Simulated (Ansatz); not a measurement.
Relaxation of CH10OSSi2 (15 atoms, charge 0, multiplicity 1), to a largest force component of 0.03 eV/Å in at most 50 steps.

These are results of RHF/def2-SVP in Ansatz 0.2.0, not measurements.

```xyz
15
Properties=species:S:1:pos:R:3
Si -0.535 0.891 -0.452
S 0.332 -2.158 -1.877
H -1.569 0.289 -1.312
H -1.144 2.057 0.237
C 0.984 1.463 -1.379
H 0.480 -1.949 -0.555
O -0.115 -0.219 0.792
Si -0.300 -0.571 2.388
H -0.946 -2.533 -1.778
H 0.731 2.337 -1.985
H 1.380 0.691 -2.037
H 1.767 1.757 -0.675
H -1.100 -1.808 2.534
H 1.026 -0.781 3.007
H -0.993 0.534 3.092
```

Question: Where does it end, and by what steps?

Answer: It converged. The force dipped under the threshold on the way, but the program's further checks kept it going. After 17 steps the energy has fallen by 0.213 eV; S2 moved furthest, 0.70 Å.

| step | energy less start (eV) | largest force component (eV/Å) | accepted |
| --- | --- | --- | --- |
| 0 | 0.0000 | 1.290 | yes |
| 1 | -0.1112 | 0.734 | yes |
| 2 | -0.1704 | 0.481 | yes |
| 3 | -0.1934 | 0.217 | yes |
| 4 | -0.1922 | 0.415 | no |
| 5 | -0.2007 | 0.427 | yes |
| 6 | -0.2085 | 0.080 | yes |
| 7 | -0.1952 | 0.697 | no |
| 8 | -0.2065 | 0.240 | no |
| 9 | -0.2100 | 0.031 | yes |
| 10 | -0.2104 | 0.186 | yes |
| 11 | -0.2115 | 0.065 | yes |
| 12 | -0.2121 | 0.020 | yes |
| 13 | -0.2125 | 0.013 | yes |
| 14 | -0.2124 | 0.112 | no |
| 15 | -0.2127 | 0.033 | yes |
| 16 | -0.2127 | 0.043 | no |
| 17 | -0.2128 | 0.009 | yes |

```xyz
15
Properties=species:S:1:pos:R:3
Si -0.609 1.144 -0.324
S 0.587 -2.805 -1.813
H -1.686 0.622 -1.197
H -1.102 2.379 0.336
C 0.935 1.499 -1.317
H 0.276 -2.138 -0.700
O -0.291 0.016 0.841
Si -0.297 -0.520 2.394
H -0.675 -2.863 -2.245
H 0.734 2.258 -2.078
H 1.287 0.597 -1.821
H 1.737 1.869 -0.675
H -1.108 -1.753 2.488
H 1.086 -0.816 2.823
H -0.874 0.511 3.288
```

Time of the run: 51 s on 2 threads of Arm Neoverse V1 (shared host), peak memory 0.31 GiB.
